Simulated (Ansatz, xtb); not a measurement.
# C3H10GeN2: 8 structures ranked

8 gas-phase structures of C3H10GeN2, from a drawn sample of its isomers (lower ones may exist). Each was relaxed with GFN2-xTB; where two conformers were screened, the lower at r2SCAN-D4/def2-SVP is listed:

A. `[H]/N=[CH]\[GeH2][N](C)C`, a singlet
B. `[H]/N=C\[CH2][GeH2][NH]C`, a singlet
C. `C=[N][GeH2][N](C)C`, a singlet
D. `[NH2][GeH]([NH2])[CH]1CC1`, a singlet
E. `C=C[CH2][GeH]([NH2])[NH2]`, a singlet
F. `C=CN(C)[NH][GeH3]`, a singlet
G. `[H]/N=C/[CH2][GeH2][NH]C`, a singlet
H. `[H]/N=[CH]/[GeH2][N](C)C`, a singlet

Q: Which do you expect lowest at r2SCAN-D4/def2-SVP, and how would the others follow?

A: Calculated order at r2SCAN-D4/def2-SVP: E (0.0), D (12.1), G (76.3), B (77.3), C (103.6), A (126.8), H (129.8), F (181.1) kJ/mol. Less than 1 kcal/mol parts G and B; A and H, so the order within those pairs means little.

Energies above the lowest of each column, in kJ/mol; the last columns are at B3LYP/def2-SVP geometries and were run for some of them only (a dash: not run or not comparable):

```tsv
structure	GFN2-xTB	HF/STO-3G	r2SCAN-D4/def2-SVP	B3LYP/def2-SVP	CCSD(T)/def2-SVP + ΔMP2/def2-TZVPP
E	20.7	28.1	0.0	0.0	0.0
D	0.0	0.0	12.1	28.6	27.0
G	37.2	60.1	76.3	65.0	97.6
B	42.7	56.8	77.3	–	–
C	24.4	39.6	103.6	–	–
A	68.9	87.5	126.8	–	–
H	75.0	76.8	129.8	–	–
F	60.7	156.5	181.1	–	–
```

CCSD(T)/def2-SVP + ΔMP2/def2-TZVPP puts E lowest of those it was run on; GFN2-xTB picks D, HF/STO-3G picks D. Flexible structures stand in one conformer each, not always the lowest. Frequencies (GFN2-xTB) were run for D, E, G alone. The ΔMP2 step shifts differences by up to 36.2 kJ/mol, which makes them less sure. ΔMP2 is the change of the MP2 energy from the smaller to the larger basis.

Over these structures GFN2-xTB departs from r2SCAN-D4/def2-SVP by 30.9 kJ/mol on average once a common shift is removed. A GFN2-xTB relaxation took about 0.15 s and the r2SCAN-D4/def2-SVP energy about 2.1 s on a shared host (Ansatz 0.2.0, xtb 6.7.1).
